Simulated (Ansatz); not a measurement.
System: CH₄Al, charge 1, multiplicity 1. It need not be the lowest isomer of its formula. 
Coordinates optimised at B3LYP-D3(BJ)/def2-TZVP (Ansatz, an electronic-structure program):
```xyz
6

Al    -0.3948    -0.5491    -0.2673
C      0.6401     0.8904     0.4334
H      0.4530     0.9983     1.5051
H      0.3717     1.8232    -0.0694
H      1.7046     0.6964     0.2768
H     -1.2381    -1.7221    -0.8383
```
Charge +1, spin multiplicity 1.

Property: vertical triplet-singlet gap (E(triplet) - E(singlet); each state is the SCF solution reached for its spin; the molecule has degenerate orbitals, so one determinant may break the symmetry; the UHF <S^2> is 2.10 for the triplet (pure: 2.00)), in eV. Cores are frozen in the correlated levels unless marked. Open shells are spin-unrestricted. No spin-orbit coupling. Non-relativistic. Basis-set limits of correlation are two-point, X^-3; Hartree-Fock from the larger set. The bracket is a focal-point correction in the basis named.

```
level                                                          program  vertical triplet-singlet gap (eV)  minus last row
-------------------------------------------------------------  -------  ---------------------------------  --------------
HF/def2-SVPD                                                    Ansatz                               5.40           -0.50
RI-HF/aug-cc-pV(T+d)Z                                           Ansatz                               5.23           -0.67
r2SCAN/def2-TZVPD                                               Ansatz                               5.34           -0.56
B3LYP/def2-TZVPD                                                Ansatz                               5.41           -0.49
PBE0/def2-TZVPD                                                 Ansatz                               5.47           -0.43
B2PLYP/def2-TZVPD                                               Ansatz                               5.63           -0.27
MP2/def2-TZVPPD                                                 Ansatz                               6.08            0.18
RI-MP2/def2-QZVPPD                                              Ansatz                               6.12            0.22
RI-MP2/CBS(aug-cc-pV(T+d)Z,aug-cc-pV(Q+d)Z)                     Ansatz                               6.16            0.26
RI-MP2/CBS(def2-TZVPPD,def2-QZVPPD)                             Ansatz                               6.16            0.26
SCS-MP2/def2-TZVPPD                                             Ansatz                               6.14            0.24
CCSD/aug-cc-pV(D+d)Z                                            Ansatz                               5.79           -0.11
CCSD/def2-SVPD                                                  Ansatz                               5.84           -0.06
CCSD/def2-TZVPPD                                                Ansatz                               5.82           -0.08
RI-MP2/CBS(def2-TZVPPD,def2-QZVPPD)+[CCSD(T)-MP2]/def2-TZVPPD   Ansatz                               5.90            0.00
```
